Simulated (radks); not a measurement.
Task: Te3+, 49 electrons, occupied as [Kr] 4d10 5s2 5p1 (the NIST ground configuration). All-electron calculation, scalar-relativistic Kohn-Sham, r2SCAN, spin-unpolarised, spherical densities, finite nucleus; meta-GGA in the generalised Kohn-Sham scheme; Fermi nuclear charge, rms radius 4.7423 fm. Program: a radial shooting solver on a logarithmic mesh with Libxc functionals. Some entries of the table are withheld. Estimate them.

orbital,occ.,eigenvalue (hartree),<r> (bohr),<1/r> (bohr^-1)
1s,2,(1),0.02782,55.57
2s,2,-180.3175,0.1198,12.73
2p,6,(2),0.1048,12.18
3s,2,-37.04345,0.3214,4.560
3p,6,-31.00745,0.3197,(3)
3d,10,-21.89696,0.2967,4.088
4s,2,-7.33130,0.7657,(4)
4p,6,-5.45134,0.8211,1.659
4d,10,-2.69804,0.9639,1.375
5s,2,-1.58094,1.931,0.6726
5p,1,-1.15896,2.219,0.5779

Result: 
(1) 1s eigenvalue (hartree): -1165.546
(2) 2p eigenvalue (hartree): -161.8751
(3) 3p <1/r> (bohr^-1): 4.331
(4) 4s <1/r> (bohr^-1): 1.814
